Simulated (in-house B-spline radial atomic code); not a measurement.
Values are calculated unless marked as measured or tabulated.
## Weak and strong correlation along the adiabatic connection

Two-electron singlets in several external potentials (atomic units), by full CI in B-splines with partial waves to l = 8 (correlation energies up to 0.6 % small). The repulsion is scaled by λ at fixed density; W(λ) is the mean repulsion less the Hartree energy, W(0) = E_x, and the area under W from 0 to 1 is E_xc.

Relative drop (W(λ) − E_x)/E_x:

| system | λ = 0.12 | λ = 0.25 | λ = 0.4 | λ = 0.6 | λ = 0.8 | λ = 1 |
| --- | --- | --- | --- | --- | --- | --- |
| −V exp(−r²/w²), V = 8.73, w = 10.6 | 0.0256 | 0.0499 | 0.0743 | 0.1018 | 0.1247 | 0.1441 |
| −V exp(−r²/w²), V = 1.47, w = 13.6 | 0.0473 | 0.0873 | 0.1231 | 0.1589 | 0.1856 | 0.2063 |
| −Z exp(−kr)/r, Z = 2.64, k = 0.982 | 0.0100 | 0.0203 | 0.0316 | 0.0457 | 0.0587 | 0.0709 |
| −V exp(−r²/w²), V = 2.69, w = 10.9 | 0.0358 | 0.0680 | 0.0986 | 0.1311 | 0.1567 | 0.1773 |
| ω²r²/2 − Z/r, ω = 0.69, Z = 3 | 0.0065 | 0.0133 | 0.0208 | 0.0305 | 0.0396 | 0.0484 |
| −Z/r, Z = 1, wall at 2.8 bohr | 0.0149 | 0.0298 | 0.0455 | 0.0644 | 0.0813 | 0.0964 |
| −Z exp(−kr)/r, Z = 8.41, k = 2.15 | 0.0024 | 0.0049 | 0.0078 | 0.0115 | 0.0152 | 0.0189 |

Problem. Order the systems by how far second-order (GL2) theory, half the initial slope (estimated from the first points of each curve), overshoots the correlation energy, least first.
A. ω²r²/2 − Z/r, ω = 0.69, Z = 3
B. −Z exp(−kr)/r, Z = 8.41, k = 2.15
C. −Z/r, Z = 1, wall at 2.8 bohr
D. −V exp(−r²/w²), V = 8.73, w = 10.6
E. −V exp(−r²/w²), V = 2.69, w = 10.9
F. −Z exp(−kr)/r, Z = 2.64, k = 0.982
G. −V exp(−r²/w²), V = 1.47, w = 13.6

Solution. B (GL2/E_c = 1.03), A (GL2/E_c = 1.09), F (GL2/E_c = 1.13), C (GL2/E_c = 1.22), D (GL2/E_c = 1.36), E (GL2/E_c = 1.52), G (GL2/E_c = 1.71).

Problem. What else changes along this order?

Solution. The ratio follows the bend of the curve. With it the leading natural occupation goes from 1.999 to 1.843 and −T_c/E_c from 0.97 to 0.59 between the first and the last.
